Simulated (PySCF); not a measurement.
Work out the structure from these simulated measurements.

Formula: C5H10NP.

| Property | Result |
| --- | --- |
| Rotational structure | rotational constants A, B, C: 3.399, 1.926, 1.501 GHz [GFN2-xTB] |
| Polarisability | 86.0 au [wB97X-D/def2-SVPD] |
| NMR, other nuclei | isotropic shieldings of nuclei other than C and H, by class: 276 (1 N), 403 (1 P) ppm [GIAO PBE0/pcSseg-1] |
| 1H NMR | chemical shifts (computed TMS as zero) by class: 1.40 (1 H), 1.15 (2 H), 0.87 (2 H), 0.76 (2 H), 0.26 (2 H), -1.94 (1 H) ppm [GIAO PBE0/pcSseg-1] |
| 13C NMR | chemical shifts (computed TMS as zero) by class: 9.3 (2 C), 9.1 (1 C), 5.9 (2 C) ppm [GIAO PBE0/pcSseg-1] |
| UV, strongest line | among the 8 lowest singlet transitions: S7 at 7.40 eV (168 nm, f = 0.107) [TDDFT wB97X-D/def2-SVPD] |

Electronic properties: PySCF, gas phase, density fitting. Levels stand in brackets. Isolated species at its GFN2-xTB geometry (one conformer only). Each NMR value is the plain mean over a class of atoms that symmetry, rotation or inversion makes alike.

Question: What is the compound? Reason from the data.

Answer: Numbering: `[NH:1]=[P:2]1([CH:3]2[CH2:4][CH2:5]2)[CH2:6][CH2:7]1`. 5 carbons fall into 3 classes; from least to most shielded: ring sp3 carbon bound to phosphorus [C6/C7] (9.3 ppm, 2 C, up to 6.1 ppm apart in this geometry), ring sp3 carbon bound to phosphorus [C3] (9.1 ppm), three-membered-ring carbon [C4/C5] (5.9 ppm, 2 C, up to 4.7 ppm apart in this geometry). Hydrogen classes from least to most shielded: 1 H on an sp3 carbon bound to phosphorus, C3 (1.40 ppm), 2 H on 2 like atoms (sp3 carbon bound to phosphorus), C6/C7 (1.15 ppm), 2 H on 2 three-membered-ring carbons, C4/C5 (0.87 ppm), 2 H on 2 like atoms (sp3 carbon bound to phosphorus), C6/C7 (0.76 ppm, a mean of values up to 0.6 ppm apart in this geometry), 2 H on 2 three-membered-ring carbons, C4/C5 (0.26 ppm, a mean of values up to 1.0 ppm apart in this geometry), 1 H on a nitrogen bonded to P and H, N1 (-1.94 ppm). The other shieldings belong to: 276 ppm, nitrogen bonded to P and H [N1]; 403 ppm, phosphorus bonded to 3 C and N [P2]. The optimised geometry has point group C1 and is an asymmetric top. Structure: `N=P1(C2CC2)CC1`. Computed isomers that give other values at the same levels: `C#CCP(N)CC` (13C chemical shifts (computed TMS as zero) by class: 85.9 (1 C), 76.4 (1 C), 36.2 (1 C), 26.0 (1 C), 9.1 (1 C) ppm); `C=PN1CCCC1` (13C chemical shifts (computed TMS as zero) by class: 122.3 (1 C), 54.0 (2 C), 30.3 (2 C) ppm); `C=P1(N(C)C)C=C1` (13C chemical shifts (computed TMS as zero) by class: 182.1 (2 C), 39.6 (2 C), -0.1 (1 C) ppm). The assignments are read from this structure; whether some other isomer fits the data as well wasn't checked.

Conformer computed: `[NH:1]=[P:2]1([CH:3]2[CH2:4][CH2:5]2)[CH2:6][CH2:7]1`: N1–P2–C3–C4 177°.
